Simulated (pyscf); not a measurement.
# H₂N–GeH₂–NH₂, singlet

Gas-phase minimum from PySCF at ωB97X-D3(BJ)/def2-SVP, one conformer. 

```xyz
9

N      0.2758     0.7311    -2.2680
Ge    -1.1368     0.6581    -1.1091
N     -0.9306     2.1154    -0.0242
H      1.1959     0.6474    -1.8440
H      0.2193     0.1252    -3.0818
H     -2.3937     0.6397    -2.0083
H     -1.1811    -0.5534    -0.1505
H     -1.4991     2.1316     0.8178
H     -0.9822     3.0186    -0.4879
```
Charge 0, spin multiplicity 1.

Bonded distances (Å): N1–Ge2 1.829, N1–H4 1.017, N1–H5 1.016, Ge2–N3 1.828, Ge2–H6 1.546, Ge2–H7 1.546, N3–H8 1.016, N3–H9 1.017. Angles (°): Ge2–N1–H4 115.6, Ge2–N1–H5 116.2, H4–N1–H5 109.6, N1–Ge2–N3 104.9, N1–Ge2–H6 105.1, N1–Ge2–H7 116.5, N3–Ge2–H6 116.5, N3–Ge2–H7 105.1, H6–Ge2–H7 109.2, Ge2–N3–H8 116.2, Ge2–N3–H9 115.6, H8–N3–H9 109.6.

Properties at ωB97X-D3(BJ)/def2-SVP:

```yaml
harmonic_wavenumbers_unscaled: 179, 181, 314, 486, 492, 564, 675, 711, 729, 788, 914, 922, 924, 1554, 1558, 2134, 2154, 3593, 3593, 3691, 3691 cm⁻¹
zero_point_energy: 42.7 kcal/mol
rotational_symmetry_number: 2
Entropy of this conformer at 298 K and 1 atm, rigid rotor and harmonic oscillator, modes under 100 cm⁻¹ raised to 100: 301.7 J/(mol K)
dipole_moment: 0.39 D
```

Single-point totals, which compare only within one level (frozen core for MP2 and CC):

| level | total energy (hartree) |
|---|---|
| ωB97X-D3(BJ)/def2-TZVP | -2190.18569 |
| PBE/def2-TZVP | -2189.72634 |
| r²SCAN/def2-TZVP | -2190.11187 |
| B3LYP-D3(BJ)/def2-TZVP | -2190.24657 |
| PBE0-D3(BJ)/def2-TZVP | -2189.79618 |
| M06-2X/def2-TZVP | -2190.13872 |
| ωB97M-D3(BJ)/def2-TZVP | -2190.23280 |
| HF/def2-TZVPP | -2187.83367 |
| MP2/def2-TZVPP | -2188.53302 |
| CCSD/def2-TZVPP | -2188.55521 |
| CCSD(T)/def2-TZVPP | -2188.58144 |

Soft torsions are taken as harmonic, which can shift the entropy by several J/(mol K). The CCSD(T) − MP2 part came from Ansatz, without density fitting, on the same reference. The frozen core leaves the outer d or s,p core shells of the metals and heavy elements correlated in the MP2 and CC values, and def2-TZVPP describes them poorly, so these totals are far from the basis limit. Elements up to Kr have no core potential and no relativistic terms here.
